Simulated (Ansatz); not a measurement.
`Cn1cccc1-c1cccn1C`. The state is a singlet with charge 0. Geometry r2SCAN-D4/def2-SVP, basis def2-TZVP, Ansatz.

| run | HOMO (eV) | LUMO (eV) |
| --- | --- | --- |
| A | -5.32 | 0.13 |
| B | -5.13 | -0.07 |
| C | -4.55 | -0.56 |
| D | -4.44 | -0.71 |

B3LYP takes the VWN-RPA correlation.

Q: The runs used B3LYP, PBE, PBE0, r2SCAN. Estimate which is which.

A: A PBE0 (25 % exact exchange); B B3LYP (20 % exact exchange); C r2SCAN (0 % exact exchange); D PBE (0 % exact exchange). Exact exchange lowers occupied and raises empty levels; among semilocal functionals meta-GGAs tend to open the gap a little, and such runs are hard to tell apart. The gap grows from 3.73 eV (PBE) to 5.45 eV (PBE0).
